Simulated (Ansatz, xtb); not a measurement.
# A geometry optimisation of C2H5FGa with r2SCAN-D4/def2-SVP

The starting geometry of this gas-phase doublet has its atoms placed at random.

```xyz
9

C     0.0759   -0.6801   -0.5125
C    -0.0441   -1.9119   -0.9249
F    -1.5474   -0.4347   -0.5604
Ga   -0.2129   -0.7118    2.0601
H    -0.4035   -0.5830   -1.9139
H     1.1888    0.8756    1.8015
H    -1.3030    0.8328    1.1600
H    -0.6293   -1.4794   -0.1761
H    -0.0661    0.6527    1.5400
```

Problem. One run relaxed it with r2SCAN-D4/def2-SVP. What is a likely outcome?

Solution. It loosens into C2H3FGa + H2, which stay close as a complex. Contacts that open: C1–H8 (1.12 → 2.23 Å), Ga4–H9 (1.47 → 2.58 Å). Contacts that close: C1–Ga4 (2.59 → 1.95 Å), C1–H5 (1.48 → 1.10 Å), F3–Ga4 (2.95 → 1.77 Å), Ga4–H6 (2.13 → 1.55 Å), H7–H9 (1.31 → 0.76 Å).

The energy falls by 13.09 eV over 38 steps:

| step | E − E(last) (eV) |
| --- | --- |
| 1 | 13.089 |
| 5 | 7.221 |
| 9 | 4.778 |
| 13 | 3.651 |
| 17 | 2.087 |
| 22 | 0.350 |
| 26 | 0.083 |
| 30 | 0.021 |
| 34 | 0.002 |
| 38 | 0.000 |

Final geometry (Å):

```xyz
9

C     0.4200   -0.9480   -0.7378
C    -0.5843   -1.5370   -1.3512
F    -1.4411   -1.0526    1.6911
Ga    0.1569   -0.5233    1.1519
H     1.3644   -0.7194   -1.2548
H     1.0726    0.0623    2.2633
H    -1.4421    1.3474    1.0360
H    -1.5896   -1.8653   -1.0715
H    -0.8985    1.7961    0.7469
```

From the same start GFN2-xTB ends elsewhere, in pieces: C2H2 + FGaH + H2.

From so rough a start the end depends on the optimiser's path, so another program may land elsewhere. The end wasn't checked by frequencies. Open shells are spin-unrestricted. Run with Ansatz 0.2.0, 4.3 min on 2 threads of Arm Neoverse V1 (shared host).
